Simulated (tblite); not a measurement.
Run record: tight-binding relaxation, `[NH]([GeH3])[B@H-]([NH2+]C)CC`.

Computed with GFN2-xTB geometry optimisation, gas phase (tblite 0.8.0). Start geometry: from a force field or distance geometry. The input is one job of a driver script: a line of settings, then coordinates in Å.

Command:
```bash
OMP_NUM_THREADS=1 python probes_run.py task.json out
```

Input:
```
{"job": {"kind": "relax", "xc": "GFN2-xTB", "basis": "xTB"}, "charge": 0, "multiplicity": 1}
C     -1.913700    -1.303800     0.518400
C     -1.408900    -0.876000    -0.832700
B     -0.212000     0.163500    -0.765000
N      1.063200    -0.543000    -1.114000
Ge     2.248800    -0.748500     0.294700
N     -0.182800     0.996000     0.493500
C      0.490000     2.270500     0.213700
H     -3.034300    -1.321000     0.506200
H     -1.593400    -0.638100     1.341500
H     -1.613600    -2.340700     0.781300
H     -2.237900    -0.458700    -1.408300
H     -1.032500    -1.786500    -1.335100
H     -0.422000     0.941500    -1.657700
H      0.869900    -1.490500    -1.504700
H      2.399400     0.512300     1.176500
H      3.647200    -0.997800    -0.344500
H      1.950200    -2.029500     1.121700
H      0.209000     0.509300     1.320900
H     -1.171000     1.267900     0.736100
H     -0.259000     3.083900     0.084900
H      1.104900     2.591100     1.091200
H      1.087900     2.217500    -0.719300
```

Output:
```
step      E/eV     max force
  0    -626.79092    3.001
  1    -627.17147    1.320
  2    -627.34411    0.759
  3    -627.42872    0.562
  4    -627.51994    0.596
  5    -627.57581    0.646
  6    -627.61694    0.442
  7    -627.65149    0.434
  8    -627.68504    0.429
  9    -627.71630    0.595
... (142 lines left out)
152    -628.21355    0.038
153    -628.21377    0.034
154    -628.21391    0.033
155    -628.21400    0.022
156    -628.21408    0.027
157    -628.21417    0.025
158    -628.21423    0.020
159    -628.21425    0.016
160    -628.21427    0.011
161    -628.21430    0.010
```

«max force» is the largest atomic force in eV/Å.

From which step on does the largest force stay under 0.1 eV/Å, and how much energy is left to gain from there?

From step 113 (0.052 eV/Å), 13.1 meV above the end.

Summary of the converged run: energy lowered by 32.8 kcal/mol over 161 steps; largest atomic force 0.010 eV/Å at the end.

Where do the atoms end?

0.712 Å rms from the input after alignment:
```
atom  x, y, z in Å
C1    -1.5793   -1.4007    0.7634
C2    -1.5436   -0.8115   -0.6468
B3    -0.3148    0.2190   -0.9646
N4     1.0906   -0.3495   -0.9271
Ge5    1.9985   -1.2613    0.3078
N6    -0.3262    1.3041    0.2777
C7     0.5300    2.4686    0.0870
H8    -2.3097   -2.2058    0.8369
H9    -1.8497   -0.6501    1.5078
H10   -0.6056   -1.8144    1.0295
H11   -2.5039   -0.3222   -0.8398
H12   -1.4856   -1.6394   -1.3566
H13   -0.4948    0.8415   -1.9677
H14    1.4612   -0.4834   -1.8547
H15    1.7622   -0.5937    1.6511
H16    3.4613   -1.1328   -0.0134
H17    1.7131   -2.7340    0.5246
H18    0.0127    0.7458    1.0578
H19   -1.2886    1.5749    0.4552
H20    0.1482    3.0634   -0.7400
H21    0.5878    3.0868    0.9847
H22    1.5258    2.1143   -0.1735
```

Estimate the wall time. Hardware: an Arm Neoverse V1 with one thread (shared host).

About 1.3 s.
Labels such as C1 count atoms from 1, the log's own numbers from 0.
